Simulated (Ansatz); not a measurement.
The first iterations of a band of Cl2FGe2H3 + ClH (10 atoms, charge 0, multiplicity 1).

Theory: RHF/def2-SVP (Ansatz).

| Property | Result |
| --- | --- |
| movable images | 4 |
| climbing image | no |
| spring | 5.0 eV/Å² |
| optimiser | quadratic models (default) |
| start path | through a guess of the saddle point |
| force threshold | 0.05 eV/Å |
| iteration limit | 60 |
| end points | relaxed |

Initial state:

```xyz
10
Properties=species:S:1:pos:R:3
Ge -0.214 -0.148 0.204
Ge -0.151 -0.406 2.643
H -0.920 -1.694 2.944
H 1.306 -0.519 3.076
H -0.845 0.806 3.260
Cl 1.501 -0.924 -0.824
Cl -0.525 1.872 -0.496
F -1.549 -1.010 -0.449
Cl 2.267 2.645 1.991
H 1.558 3.094 1.033
```

Final state:

```xyz
10
Properties=species:S:1:pos:R:3
Ge 0.890 0.552 -0.910
Ge -0.405 0.156 3.613
H -1.584 -0.519 2.904
H 0.689 -0.875 3.906
H -0.892 0.772 4.932
Cl 1.408 -0.359 -2.744
Cl -0.990 1.507 -1.032
F 0.763 -0.678 0.259
Cl 2.390 1.893 -0.268
H 0.160 1.269 2.723
```

| iteration | highest image above the first end (eV) | largest band force component (eV/Å) |
| --- | --- | --- |
| 1 | 34.160 | 198.877 |
| 2 | 13.259 | 83.766 |
| 3 | 6.085 | 44.675 |
| 4 | 2.222 | 18.916 |
| 5 | 1.719 | 7.207 |
| 6 | 1.450 | 3.169 |
| 7 | 1.334 | 1.251 |

Does the band converge within its limit, and where does its top end?

It converged. It ended after 22 iterations with the highest image 0.354 eV above the first end. A structure lower than the last end lies on the path between it and the top, so the climb from that side starts below the end, which may itself be a saddle point or a shallow side well. No image climbed, so the highest image needn't sit at the top of the path. A band with more images between the same ends climbed to 3.06 eV, so this one has probably stepped over the top. The orbitals stay closed-shell, which can raise the energy where a bond breaks towards radicals; this wasn't checked here.

The run took 4.5 min on 4 threads of Arm Neoverse V1, with other jobs on the host, peak memory 0.59 GiB.
